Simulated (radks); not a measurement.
Problem. Valence configurations of the iodine ion I2+ (all share [Kr]). Calculated with a radial shooting solver on a logarithmic mesh with Libxc functionals: Dirac Kohn-Sham, LDA (Slater exchange, Perdew-Wang correlation), spin-unpolarised, spherical densities, finite nucleus; open shells fill j = l - 1/2 first; Fermi nuclear charge, rms radius 4.75 fm. Order these by energy: 4d10 5s2 5p3; 4d10 5s1.5 5p3.5; 4d8 5s2 5p5; 4d9 5s2 5p4; 4d10 5s1 5p4; 4d9.5 5s2 5p3.5; 4d10 5p5; 4d9 5s1 5p5.

Solution. From the lowest, in eV above it: 4d10 5s2 5p3 0.000; 4d10 5s1.5 5p3.5 5.997; 4d10 5s1 5p4 12.038; 4d9.5 5s2 5p3.5 23.397; 4d10 5p5 24.244; 4d9 5s2 5p4 48.132; 4d9 5s1 5p5 60.906; 4d8 5s2 5p5 101.64. NIST lists [Kr] 4d10 5s2 5p3 as the ground configuration; this level of theory agrees among the configurations tried. The energies are those of spherical spin-averaged densities, not of single terms.
